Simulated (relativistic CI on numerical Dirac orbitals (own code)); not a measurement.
# Zr XXIV: q coefficients and field-shift factors

Method of calculation: Dirac-Coulomb-Breit CI, separate exchange-only KLI orbitals for each configuration, derivatives by finite differences, unscaled Slater integrals, QED left out (own radial code, finite nucleus).

CI space (outside the closed core [Ne]): 3s²3p⁵, 3s3p⁶, 3s²3p⁴3d, 3s3p⁵3d, 3p⁶3d, 3s3p⁴3d², 3p⁵3d², 3p⁴3d³. Double excitations out of closed p, d and f shells are left out; levels of such configurations are missing from the list, as are those of other unlisted configurations, and high levels can miss mixing partners.

With x = (α/α₀)² − 1 an excitation energy changes as ω = ω₀ + qx; K = 2q/ω₀ is the relative enhancement. Terms are leading LS components, so labels can repeat. The field-shift factor is F = δν/δ⟨r²⟩ for the transition from the lowest level.

Lowest level 3s²3p⁵ ²P°3/2.

```tsv
Level	ω₀ (cm⁻¹)	q (cm⁻¹)	F (GHz/fm²)
3s²3p⁵ ²P°1/2	147474	155100	-1.94
3s3p⁶ ²S1/2	678911	160700	-112
3s²3p⁴3d ⁴D3/2	800947	24900	0.422
3s²3p⁴3d ⁴D5/2	801427	33180	0.482
3s²3p⁴3d ²P1/2	816796	34200	0.0228
3s²3p⁴3d ⁴D7/2	817549	50590	0.619
3s²3p⁴3d ⁴F9/2	861109	43220	1.01
3s²3p⁴3d ²F7/2	864438	24730	0.721
3s²3p⁴3d ²D3/2	890595	40950	-0.019
3s²3p⁴3d ⁴P1/2	907531	83530	-6.86
3s²3p⁴3d ⁴D1/2	920491	150300	-1.95
3s²3p⁴3d ⁴F5/2	937377	103300	-0.338
3s²3p⁴3d ⁴F3/2	941769	95820	-0.208
```

At this charge energies of transitions that change n are usually good to better than 1 %, and those within a shell (Δn = 0) to a few per cent.

Q: Which transition from the lowest level has the largest |K|?

A: 3s²3p⁵ ²P°1/2 at 147474 cm⁻¹, K = 2.1.
